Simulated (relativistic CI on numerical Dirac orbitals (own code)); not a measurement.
**d6 in a ligand field**

Computed with a parametric ligand-field model of a d^n configuration (Racah B and C, spin-orbit zeta, crystal field), exact diagonalisation.

Field parameters in Wybourne normalisation: Oh B⁴₀ = 21Dq, B⁴₄ = √(5/14) B⁴₀. The field is a parameter set, without covalency, and values of 10Dq over about 45,000 cm⁻¹ lie beyond real compounds.

B = 1040 cm⁻¹, C = 5290 cm⁻¹ (C/B = 5.09), Oh, no spin-orbit coupling. Tanabe-Sugano data, E/B above the lowest term (Δ = |10Dq|; b, c mark the second and third term of a kind):

```
 Δ/B    5T2     5E    3T1    3T2  3T1(b)    1A1    1T1
 1.0   0.00   1.00  24.13  24.41   25.08  35.80  36.16
 3.0   0.00   3.00  23.15  24.23   25.53  33.09  34.82
 5.0   0.00   5.00  21.73  23.70   25.56  29.82  33.18
 7.0   0.00   7.00  20.10  22.87   25.56  26.33  31.43
 9.0   0.00   9.00  18.39  21.81   25.57  22.73  29.63
11.0   0.00  11.00  16.61  20.58   25.57  19.06  27.79
13.0   0.00  13.00  14.80  19.21   25.58  15.35  25.92
15.0   0.00  15.00  12.97  17.73   25.59  11.59  24.04
17.0   0.00  17.00  11.11  16.18   25.59   7.80  22.14
19.0   0.00  19.00   9.24  14.57   25.60   3.99  20.23
21.0   0.00  21.00   7.35  12.91   25.61   0.16  18.31
23.0   3.68  26.68   9.13  14.88   29.29   0.00  20.06
25.0   7.54  32.54  11.08  17.00   33.16   0.00  21.98
27.0  11.41  38.41  13.04  19.11   37.04   0.00  23.91
29.0  15.29  44.29  15.00  21.19   40.92   0.00  25.84
31.0  19.19  50.19  16.96  23.27   44.82   0.00  27.78
33.0  23.08  56.08  18.92  25.34   48.72   0.00  29.72
35.0  26.99  61.99  20.89  27.40   52.63   0.00  31.66
37.0  30.90  67.90  22.86  29.45   56.54   0.00  33.61
39.0  34.82  73.82  24.83  31.49   60.47   0.00  35.56
41.0  38.74  79.74  26.80  33.53   64.39   0.00  37.52
43.0  42.67  85.67  28.77  35.57   68.32   0.00  39.48
45.0  46.61  91.61  30.74  37.60   72.26   0.00  41.44
47.0  50.54  97.54  32.72  39.63   76.19   0.00  43.40
```

The ground term changes from 5T2 to 1A1 between Δ/B = 21.0 and 23.0.
